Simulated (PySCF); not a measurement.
GeI₄ (SMILES [I][Ge]([I])([I])[I]), singlet, at a GFN2-xTB geometry (core potentials on I). Base run: PySCF with DF-R2SCAN/def2-SVP.

PySCF was given this input:
```python
from pyscf import gto, scf, dft

mol = gto.Mole()
mol.atom = '''
    I    -0.93737717    2.25630829   -0.76722226
    Ge   -0.00000000   -0.00000000    0.00000000
    I    -1.74843862   -1.82920992   -0.39393718
    I     0.56773246    0.11521228    2.49452181
    I     2.11808334   -0.54231065   -1.33336237
'''
mol.basis = 'def2-svp'
mol.ecp = {'I': 'def2-svp'}
mol.verbose = 4
mol.build()

mf = dft.RKS(mol)
mf.xc = 'r2scan'
mf = mf.density_fit(auxbasis='def2-universal-jkfit')
mf.kernel()
mf.analyze()
```

The base run was repeated with changes; each row names its change, and settings that it needs were set with it.

```
change                                      E (Eh)  HOMO (eV)  HOMO-LUMO gap (eV)  core-seconds (rough)                outcome
-------------------------------------  -----------  ---------  ------------------  --------------------  ---------------------
base                                   -3268.17022      -6.97                2.51                    50              converged
functional = b3lyp; dispersion = d3bj  -3268.14755      -7.46                3.48                    20              converged
functional = tpss                      -3267.23790      -6.73                2.31                    50              converged
functional = pw6b95                    -3269.44353      -7.77                4.03                    30              converged
functional = pbe; dispersion = d3bj    -3267.35955      -6.59                2.16                    50              converged
functional = lc_wpbe                   -3267.55646     -10.38                8.44                    40              converged
functional = o3lyp                     -3269.31040      -7.02                3.05                    20              converged
functional = wb97m_v                             -          -                   -                     -  cut at the time limit
functional = m06l                      -3268.32107      -6.66                2.56                    60              converged
functional = bp86                      -3268.50911      -6.71                2.12                    40              converged
functional = blyp; dispersion = d4     -3267.56271      -6.34                2.06                    40              converged
functional = pbe0                      -3267.50197      -7.78                3.96                    20              converged
functional = pbe; dispersion = d3zero  -3267.35285      -6.59                2.16                    40              converged
```

Totals shift with the method and basis; they matter in differences.
